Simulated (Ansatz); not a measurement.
Total energies of C$_{2}$H$_{6}$ClSc, SMILES `[CH3][Sc]([CH3])[Cl]`.

```tsv
atom	x (Å)	y (Å)	z (Å)
C1	0.0179	-1.8427	0.2634
Sc2	0.8109	0.1451	-0.0605
C3	-0.6650	1.7210	-0.2045
Cl4	3.0824	0.5687	-0.2061
H5	0.7058	-2.5017	0.8064
H6	-0.9282	-1.8135	0.8195
H7	-0.1985	-2.3354	-0.6954
H8	-1.6639	1.3723	0.0866
H9	-0.4188	2.5866	0.4237
H10	-0.7426	2.0997	-1.2332
```

Charge 0, multiplicity 1. Correlated methods include outer-core shells of Sc, which these sets cover unevenly. Scalar relativity is left out up to krypton. The structure was optimised at the PBE0-D4/def2-TZVP level. Basis def2-TZVPP, Ansatz.

RPA on PBE orbitals: Hartree–Fock energy of these orbitals -1298.54590 Eh, correlation -1.41604 Eh (frozen core).

```tsv
functional	energy without D4 (Eh)	D4 term (kJ/mol)
LDA (SPW92)	-1296.63575	–
revPBE	-1300.63584	-43.8
r2SCAN	-1300.72920	-4.3
B3LYP	-1300.88563	-25.8
r2SCANh	-1300.71800	-4.6
HSE06 (plane-wave form)	-1300.37635	-13.2
BHLYP	-1300.77584	-21.9
CAM-B3LYP	-1300.83496	-14.4
ωB97X-V	-1300.64152	–
ωB97M-V	-1300.71693	–
```

(1) Give the same for PBE, BLYP, B97M-V, PBE0, r2SCAN0, LC-ωPBE, B2PLYP, PBE-QIDH. (Best estimate.)

B3LYP takes the VWN-RPA correlation (the form of Gaussian; ORCA's B3LYP/G). HSE06 is the plane-wave form, built on full-range PBE exchange. The double hybrids freeze the cores in their second-order part.

Results:

(1) The calculation gave: 
```tsv
functional	energy without D4 (Eh)	D4 term (kJ/mol)
PBE	-1300.31420	-16.1
BLYP	-1300.80791	-33.9
B97M-V	-1300.53370	–
PBE0	-1300.39785	-13.9
r2SCAN0	-1300.70301	-5.1
LC-ωPBE	-1300.49754	–
B2PLYP	-1300.47091	–
PBE-QIDH	-1300.19376	–
```

LC-ωPBE has ω = 0.4 bohr⁻¹.
